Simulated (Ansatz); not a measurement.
Computed with Ansatz on PBE0-D4/def2-TZVP structures; ΔE is electronic, products minus reactants. CCSD(T)/CBS adds triple-zeta CCSD(T) − MP2 to the extrapolated MP2 energy (def2 sets, frozen cores). Functionals use def2-TZVPP. Elements past krypton have def2 core potentials. For Sn outer-core shells are correlated without core-valence functions, which leaves a few kJ/mol of doubt a bond. Each species was taken in one conformer, which may not be the lowest.

Reaction (redistribution): `C[NH][SnH]([Cl])[O]C` + `CCO[SiH3]` → `C[NH][SnH2][O]C` + `CCO[SiH2]Cl`

```csv
species,B2PLYP energy (Eh)
`C[NH][SnH]([Cl])[O]C`,-885.13782
`CCO[SiH3]`,-445.59141
`C[NH][SnH2][O]C`,-425.58958
`CCO[SiH2]Cl`,-905.14319
```

Work out ΔE.

ΔE = (-425.58958) + (-905.14319) − (-885.13782) − (-445.59141) = -0.00354 Eh = -2.2 kcal/mol. CCSD(T)/CBS gives -1.8 kcal/mol.

Largest T1 diagnostic among the species: 0.013.

In def2-TZVPP, CCSD(T) changes the Hartree–Fock value by −1.4 kcal/mol (the triples alone add +0.1 kcal/mol) and MP2 by −1.4 kcal/mol.
